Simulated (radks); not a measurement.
Results of a calculation; reference values are marked as such.
Zn2+, configuration [Ar] 3d10. Level of theory: scalar-relativistic Kohn-Sham, LDA (Slater exchange, VWN5 correlation), spin-unpolarised, spherical densities, finite nucleus; Fermi nuclear charge, rms radius 3.9283 fm (a radial shooting solver on a logarithmic mesh with Libxc functionals).

Normalised radial functions P(r) = r R(r), r in bohr:

r	3s	3d
0.003914	0.1427	0.0000
0.004976	0.1744	0.0000
0.006326	0.2111	0.0001
0.008042	0.2524	0.0002
0.01031	0.2985	0.0003
0.0131	0.3433	0.0006
0.01665	0.3833	0.0012
0.02117	0.4106	0.0024
0.02713	0.4137	0.0048
0.03449	0.3780	0.0092
0.04384	0.2892	0.0172
0.05574	0.1362	0.0317
0.07085	-0.0801	0.0567
0.0908	-0.3450	0.1003
0.1154	-0.5842	0.1674
0.1467	-0.7190	0.2671
0.1865	-0.6540	0.4039
0.239	-0.3178	0.5798
0.3039	0.2261	0.7642
0.3863	0.8225	0.9276
0.4911	1.2470	1.0283
0.6243	1.3405	1.0362
0.8	1.1037	0.9465
1.017	0.7191	0.7919
1.293	0.3662	0.6061
1.644	0.1411	0.4199
2.106	0.0370	0.2520
2.677	0.0066	0.1298
3.404	0.0007	0.0537

3s: eigenvalue -149.61 eV, 2 radial nodes at r = 0.0653, 0.277 bohr, <r> = 0.683 bohr, 90 % of the charge inside 1.03 bohr. 3d: eigenvalue -31.233 eV, 0 radial nodes, <r> = 0.880 bohr, 90 % of the charge inside 1.53 bohr.
